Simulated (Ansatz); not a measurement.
Calculated with Ansatz (gas phase, PBE0-D4/def2-TZVP geometries, no zero-point term in ΔE). CCSD(T)/CBS is the MP2 limit (def2-TZVPP, def2-QZVPP) plus CCSD(T) − MP2 in def2-TZVPP, frozen cores. DFT in def2-TZVPP. B3LYP here is the variant with VWN-RPA as its local correlation; programs differ in this. HSE06 is defined as in plane-wave codes. For Ge, Zn outer-core shells are correlated without core-valence functions, which leaves a few kJ/mol of doubt a bond. Scalar relativity is left out up to krypton. One conformer a species, not always the lowest.

Reaction (cleavage of the Si–Si bond): `[OH][GeH2][SiH2][SiH3]` + `[NH2][Zn][OH]` → `[NH2][Zn][O][SiH3]` + `[OH][GeH2][SiH3]`

| level | ΔE (kJ/mol) | difference from CCSD(T)/CBS |
| --- | --- | --- |
| LDA (SPW92) | -73.9 | 25.9 |
| PBE-D4 | -70.6 | 29.2 |
| BLYP-D4 | -90.4 | 9.4 |
| r2SCAN-D4 | -92.2 | 7.6 |
| B97M-V | -96.0 | 3.8 |
| PBE0-D4 | -82.0 | 17.8 |
| B3LYP-D4 | -98.5 | 1.3 |
| r2SCANh-D4 | -94.5 | 5.3 |
| r2SCAN0-D4 | -97.8 | 2.0 |
| HSE06-D4 | -81.9 | 17.9 |
| BHLYP-D4 | -112.2 | -12.4 |
| ωB97X-V | -99.5 | 0.3 |
| B2PLYP | -106.7 | -6.9 |
| PBE-QIDH | -98.4 | 1.4 |
| revPBE | -74.0 | 25.8 |
| BLYP | -95.8 | 4.0 |
| PBE0 | -85.0 | 14.8 |
| B3LYP | -103.4 | -3.6 |
| r2SCANh | -95.5 | 4.3 |
| r2SCAN0 | -99.0 | 0.8 |
| HSE06 | -84.8 | 15.0 |
| BHLYP | -117.6 | -17.8 |
| CAM-B3LYP | -110.6 | -10.8 |
| LC-ωPBE | -94.7 | 5.1 |
| RPA@PBE/def2-TZVPP | -104.2 | -4.4 |
| HF/def2-SVP | -139.3 | -39.5 |
| MP2/def2-SVP | -120.8 | -21.0 |
| CCSD/def2-SVP | -117.9 | -18.1 |
| CCSD(T)/def2-SVP | -115.3 | -15.5 |
| HF/def2-TZVPP | -137.7 | -37.9 |
| MP2/def2-TZVPP | -107.1 | -7.3 |
| SCS-MP2/def2-TZVPP | -114.4 | -14.6 |
| CCSD/def2-TZVPP | -107.2 | -7.4 |
| CCSD(T)/def2-TZVPP | -102.2 | -2.4 |
| HF/def2-QZVPP | -139.8 | -40.0 |
| MP2/def2-QZVPP | -106.4 | -6.6 |
| SCS-MP2/def2-QZVPP | -113.6 | -13.8 |
| HF/CBS(def2) | -140.1 | -40.3 |
| MP2/CBS(def2) | -104.7 | -4.9 |
| CCSD/CBS(def2) | -104.8 | -5.0 |
| CCSD(T)/CBS | -99.8 | 0 |

Largest T1 diagnostic among the species: 0.017.

From BLYP to BHLYP (50 % exact exchange), in def2-TZVPP and without D4, ΔE moves by −21.9 kJ/mol. The D4 term adds +4.9 kJ/mol with B3LYP and +2.9 kJ/mol with PBE0; it sums over pairs of atoms, weighted by their polarisabilities, and B3LYP, whose exchange is more repulsive, gets the larger term.
